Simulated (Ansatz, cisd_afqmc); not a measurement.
System: O, charge 0, triplet.

Total energies in cc-pVQZ-DK, 6 correlated electrons, 1 frozen orbitals. Open shells are spin-unrestricted; no spin-orbit coupling. The -DK rows use spin-free X2C. AFQMC is phaseless with a CISD trial state; ± is one standard error, without the phaseless bias. Outlying blocks are dropped, and bars are widened where a walk drifts. Over all cases where full CI ran beside it in this data, AFQMC minus full CI had a median of +0.1 mEh and passed +0.4 mEh in a tenth of the cases.

```csv
method,program,energy (Eh),minus CCSDTQ (mEh)
HF,Ansatz,-74.86951,176.75
MP2,Ansatz,-75.02720,19.07
CCSD,Ansatz,-75.04219,4.08
CCSD(T),Ansatz,-75.04588,0.39
CCSDT(Q),Ansatz,-75.04627,0.00
CCSDTQ,Ansatz,-75.04627,0.00
AFQMC/CISD,cisd_afqmc,-75.0460 ± 0.0001,0.3 ± 0.1
```

Ansatz is a first-principles code.
